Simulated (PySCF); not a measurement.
**Working out the ionisation energy of Cl²⁺**

Cl²⁺ [Ne] 3s2 3p3 (4S) → Cl³⁺ [Ne] 3s2 3p2 (3P). Computed with PySCF 2.14 in aug-cc-pCVTZ-DK (8s7p5d3f, 75 functions), with scalar relativity by spin-free X2C-1e. Frozen: [Ne]. Energies in hartree (1 hartree = 27.21139 eV):

```tsv
part	Cl²⁺ (lower)	Cl³⁺ (upper)
UHF	-459.633612	-458.201964
CCSD correlation	-0.118620	-0.097034
(T)	-0.003414	-0.002111
```

What does Hartree-Fock give?

(-458.201964) − (-459.633612) = 1.431648 hartree = 38.957 eV.

What do CCSD and CCSD(T) give?

The CCSD correlation energies differ by 0.021586 hartree = 0.587 eV and the triples by 0.001303 hartree = 0.035 eV, so CCSD gives 39.544 eV and CCSD(T) 39.579 eV.

A first-order spin-orbit estimate adds -0.101 eV to CCSD(T) (valence), giving 39.478 eV against 39.8 ± 0.11 eV (semi-empirical (NIST evaluation); NIST Atomic Spectra Database, ionization energies).

What remains against the reference includes basis incompleteness, the frozen core and higher excitations.
